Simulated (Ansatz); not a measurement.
Program: Ansatz. Geometries: PBE0-D4/def2-TZVP. ΔE: electronic, gas phase. CBS: MP2 limit from def2 TZ/QZ plus the TZ coupled-cluster correction, frozen cores. DFT in def2-TZVPP. B3LYP here is the variant with VWN-RPA as its local correlation; programs differ in this. One conformer a species, not always the lowest.

Consider the isomerisation: `O[SiH](Cl)[SiH2][SiH3]` → `O[Si]([SiH3])([SiH3])Cl`.

`O[SiH](Cl)[SiH2][SiH3]`:

Cartesian coordinates in Å:
```
O 2.197 -2.020 -0.639
Si 1.309 -1.007 0.294
Cl 0.139 -2.079 1.622
Si -0.181 0.346 -0.901
Si -1.548 1.524 0.587
H 1.734 -2.597 -1.250
H 2.298 -0.251 1.093
H 0.580 1.283 -1.774
H -1.010 -0.536 -1.773
H -2.404 2.495 -0.146
H -0.700 2.269 1.556
H -2.415 0.573 1.330
```

`O[Si]([SiH3])([SiH3])Cl`:

```xyz
12

O    -1.831    0.968    0.079
Si   -0.637   -0.165    0.054
Si    0.630   -0.074   -1.920
Si    0.568    0.095    2.042
Cl   -1.472   -2.069    0.067
H    -2.449    0.988   -0.655
H     1.616   -1.185   -1.936
H     1.353    1.223   -2.015
H    -0.277   -0.205   -3.094
H    -0.330   -0.091    3.211
H     1.185    1.447    2.094
H     1.645   -0.930    2.073
```

```csv
level,ΔE (kJ/mol)
B3LYP,8.6
CCSD/CBS(def2),10.3
```

(1) What does CCSD(T)/CBS give? (An estimate is asked.)

Largest T1 diagnostic among the species: 0.013.

Answers

(1) The calculation gave: +10.3 kJ/mol. The listed levels differ from it by -1.7, 0.0 kJ/mol.

Leaving LDA and LC-ωPBE aside and taking each functional with its dispersion term where it has one, the values, not all of them listed here, spread over 5.7 kJ/mol, from BLYP-D4 to PBE-QIDH.

CCSD(T)/CBS has its own doubt, a few kJ/mol and more with outer-core shells, so smaller differences from it don't rank the levels.
